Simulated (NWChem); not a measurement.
HSeBr; SMILES Br[SeH]

All runs: NWChem. Medium grid unless said otherwise, to which SCAN and Minnesota functionals are sensitive. The geometry was optimised at PBE0-D3(BJ)/def2-TZVP. Hybrids' shares of exact exchange are those that their runs print; pure functionals count as 0. The functionals differ in more than this share.

| row | share of exact exchange | highest occupied level (eV) |
|---|---|---|
| PBE/def2-SVP | 0.00 | -5.57 |
| LDA (Slater exchange, VWN5)/def2-SVP | 0.00 | -5.67 |
| B3LYP/def2-SVP | 0.20 | -6.52 |
| PBE0/def2-SVP | 0.25 | withheld |
| MN15/def2-SVP | 0.44 | -7.48 |

Problem. Fit a straight line of the last column on the one before it, predict the withheld value, and compare with the run.

Solution. 
1. Means of the 4 shown rows: x = 0.160, y = -6.310. Slope Σ(x − x̄)(y − ȳ)/Σ(x − x̄)² = -0.5568/0.1312 = -4.244; intercept -5.631.
2. The shown rows scatter about the line by 0.042 (root mean square); the largest residual is +0.06, at PBE/def2-SVP.
3. At x = 0.25 (PBE0/def2-SVP; inside the shown range) the line gives -6.69.
4. The run gives -6.84, -0.15 from the line, 3.5 times the scatter.
